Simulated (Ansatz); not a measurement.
`CC(C)[SiH](F)F` → `C[CH]C`• + `F[SiH]F`•  (homolysis of the C–Si bond)

Program: Ansatz. Geometries: PBE0-D4/def2-TZVP. ΔE: electronic, gas phase. CBS: MP2 limit from def2 TZ/QZ plus the TZ coupled-cluster correction, frozen cores. This one scheme is used for every species. No spin–orbit coupling; open shells (•) take unrestricted orbitals. Each species was taken in one conformer, which may not be the lowest.

| species | SCS-MP2/def2-TZVPP energy (Eh) |
| --- | --- |
| `CC(C)[SiH](F)F` | -607.51333 |
| `C[CH]C`• | -118.19301 |
| `F[SiH]F`• | -489.16829 |

Task: Work out ΔE.

Result: ΔE = (-118.19301) + (-489.16829) − (-607.51333) = 0.15203 Eh = +4.14 eV. CCSD(T)/CBS gives +4.12 eV.

Task: What do rigid-rotor, harmonic-oscillator terms from PBE0-D4/def2-TZVP frequencies (298.15 K, 1 bar) make of the CCSD(T)/CBS value? (Estimate.)

Result: The calculation gave: ΔZPE = -0.21 eV, ΔH = +3.96 eV, ΔS = 198 J/(mol·K), ΔG = +3.35 eV. Open shells count their whole term as degenerate.

Largest T1 diagnostic among the species: 0.014.

The D4 term adds +0.20 eV with B3LYP and +0.11 eV with PBE0; it sums over pairs of atoms, weighted by their polarisabilities, and B3LYP, whose exchange is more repulsive, gets the larger term. Leaving LDA and LC-ωPBE aside and taking each functional with its dispersion term where it has one, the values, not all of them listed here, spread over 0.43 eV, from BLYP-D4 to ωB97M-V. LDA lies +0.67 eV from PBE without D4, its usual overbinding. From BLYP to BHLYP (50 % exact exchange), in def2-TZVPP and without D4, ΔE moves by +0.26 eV.

B3LYP here is the variant with VWN-RPA as its local correlation; programs differ in this.
